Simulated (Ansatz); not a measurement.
`C[SiH2]CCF`, relaxed with RKS PBE0-D4/def2-TZVP in Ansatz 0.2.0 from a PBE-D4/def2-SVP geometry. The force threshold is 0.005 eV/Å; the program also tests the step.

The species carries charge 0 and has multiplicity 1.

Start:

```xyz
14

C    -1.981   -0.246    0.329
Si   -0.412   -1.001   -0.398
C     0.926    0.319   -0.740
C     1.609    0.845    0.513
F     0.661    1.246    1.459
H    -2.740   -1.024    0.547
H    -2.428    0.483   -0.378
H    -1.735    0.291    1.265
H    -0.723   -1.697   -1.700
H     0.169   -2.029    0.544
H     1.694   -0.122   -1.412
H     0.458    1.155   -1.305
H     2.241    0.055    0.978
H     2.259    1.723    0.296
```

(1) By how much does the energy fall, and how many steps does the optimiser take? (Estimate.)

(2) Which bonds change most? (Best estimate.)

(3) Give the relaxed structure. (An estimate is asked.)

## Answers

(1) Computed: 5.50 kJ/mol, in 8 steps.

(2) Ansatz gave: Si2–C3 from 1.911 to 1.888 Å; C1–Si2 from 1.887 to 1.867 Å; C4–H14 from 1.114 to 1.094 Å; C4–H13 from 1.114 to 1.095 Å.

(3) Ansatz gave: 
```xyz
14

C    -1.969   -0.266    0.342
Si   -0.412   -0.982   -0.398
C     0.917    0.317   -0.733
C     1.606    0.850    0.500
F     0.673    1.368    1.391
H    -2.719   -1.045    0.497
H    -2.399    0.490   -0.320
H    -1.753    0.207    1.301
H    -0.728   -1.646   -1.696
H     0.170   -2.014    0.509
H     1.677   -0.141   -1.376
H     0.483    1.143   -1.306
H     2.149    0.058    1.025
H     2.304    1.660    0.265
```
